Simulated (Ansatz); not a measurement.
Ansatz (a first-principles code) input (PBE/def2-TZVP):

Ansatz 0.2 input:
```yaml
crystal:
  periodic: [false, false, false]
  atoms:
    - {symbol: Hg, position_ang: [-0.00000000, -0.00000000, -0.55616054]}
    - {symbol: Br, position_ang: [0.00000000, 0.00000000, 1.85286515]}
    - {symbol: O, position_ang: [-0.00000000, -0.00000000, -2.54467967]}
basis:
  gaussian:
    orbitals: def2-TZVP
hamiltonian:
  xc: {name: PBE}
magnetization: {spin_polarized: true, initial_magnetization: 1}
relax: {f_tol: 0.003, max_steps: 100}
```

Output:

```
Functional definition: PBE
integrals: 0.05 GiB planned
917 factors; their error is unknown
mean field: 0.42 GiB planned
mean field evaluation 1: about -76237.4947 eV, gradient 6.6e1 eV
mean field evaluation 2: about -75987.8339 eV, gradient 1.7e2 eV
mean field evaluation 4: about -76257.1455 eV, gradient 1.4e1 eV
mean field evaluation 8: about -76257.9500 eV, gradient 1.7e-1 eV
mean field evaluation 16: about -76257.9204 eV, gradient 6.2e-4 eV
mean field evaluation 32: about -76249.2334 eV, gradient 3.3e1 eV
mean field evaluation 64: about -76255.9591 eV, gradient 5.9e0 eV
mean field -76257.92040824 eV, -2802.4268855280 hartree, gradient 4.9e-5 eV, S^2 0.755405; 3 other end points of the search recorded, 0 dependent functions left out
the calculation of the forces begins
reference -76257.92045168 eV, -2802.4268871244 hartree; 32, 31 occupied and 90, 91 virtual orbitals, 917 factors
relax step   1: F+E_penalty+E_count = -76257.92040824 eV  Δ(F+E_penalty+E_count) = +0.000e0 eV  max|allowed force component| = 3.042e-1 eV/Å  Δτ_max = 0.0000 Å  (201 SCF iters, accepted)
these checks for a lower state are left out or cut short: starts, cluster_reference, orbital_swaps, neighbouring_geometries, increment
integrals: 0.05 GiB planned
917 factors; their error is unknown
mean field: 0.42 GiB planned
mean field -76257.92341781 eV, -2802.4269961275 hartree, gradient 2.2e-5 eV, S^2 0.755236; 0 other end points of the search recorded, 0 dependent functions left out
the calculation of the forces begins
reference -76257.92346132 eV, -2802.4269977264 hartree; 32, 31 occupied and 90, 91 virtual orbitals, 917 factors
relax step   2: F+E_penalty+E_count = -76257.92341781 eV  Δ(F+E_penalty+E_count) = -3.010e-3 eV  max|allowed force component| = 1.177e-1 eV/Å  Δτ_max = 0.0124 Å  (35 SCF iters, accepted)
these checks for a lower state are left out or cut short: starts, cluster_reference, orbital_swaps, neighbouring_geometries, increment
integrals: 0.05 GiB planned
917 factors; their error is unknown
mean field: 0.42 GiB planned
mean field -76257.92367912 eV, -2802.4270057305 hartree, gradient 1.1e-5 eV, S^2 0.755197; 0 other end points of the search recorded, 0 dependent functions left out
the calculation of the forces begins
reference -76257.92372265 eV, -2802.4270073302 hartree; 32, 31 occupied and 90, 91 virtual orbitals, 917 factors
relax step   3: F+E_penalty+E_count = -76257.92367912 eV  Δ(F+E_penalty+E_count) = -2.613e-4 eV  max|allowed force component| = 1.239e-2 eV/Å  Δτ_max = 0.0028 Å  (36 SCF iters, accepted)
these checks for a lower state are left out or cut short: starts, cluster_reference, orbital_swaps, neighbouring_geometries, increment
integrals: 0.05 GiB planned
917 factors; their error is unknown
mean field: 0.41 GiB planned
mean field -76257.92368171 eV, -2802.4270058258 hartree, gradient 2.7e-5 eV, S^2 0.755199; 0 other end points of the search recorded, 0 dependent functions left out
the calculation of the forces begins
reference -76257.92372524 eV, -2802.4270074255 hartree; 32, 31 occupied and 90, 91 virtual orbitals, 917 factors
relax step   4: F+E_penalty+E_count = -76257.92368171 eV  Δ(F+E_penalty+E_count) = -2.594e-6 eV  max|allowed force component| = 9.533e-5 eV/Å  Δτ_max = 0.0003 Å  (24 SCF iters, accepted)
integrals: 0.05 GiB planned
917 factors; their error is unknown
mean field: 0.41 GiB planned
mean field evaluation 96: about -76255.8844 eV, gradient 2.5e1 eV
mean field evaluation 128: about -76249.4557 eV, gradient 3.3e1 eV
mean field evaluation 160: about -76257.6953 eV, gradient 5.0e0 eV
mean field -76257.92368171 eV, -2802.4270058258 hartree, gradient 2.7e-5 eV, S^2 0.755199; 4 other end points of the search recorded, 0 dependent functions left out
the calculation of the forces begins
reference -76257.92372524 eV, -2802.4270074255 hartree; 32, 31 occupied and 90, 91 virtual orbitals, 917 factors
Total energy: -76257.92372524 eV, -2802.4270074255 hartree
Atom 0 at    -0.000000    -0.000000    -0.560444 Å, force     0.000000     0.000000    -0.000065 eV/Å
Atom 1 at     0.000000     0.000000     1.841969 Å, force    -0.000000    -0.000000     0.000095 eV/Å
Atom 2 at     0.000000     0.000000    -2.529500 Å, force    -0.000000    -0.000000    -0.000031 eV/Å
Dipole moment:    -0.000000     0.000000     0.144156 e Å
```

The spin state was set by rule; other spins were not relaxed.
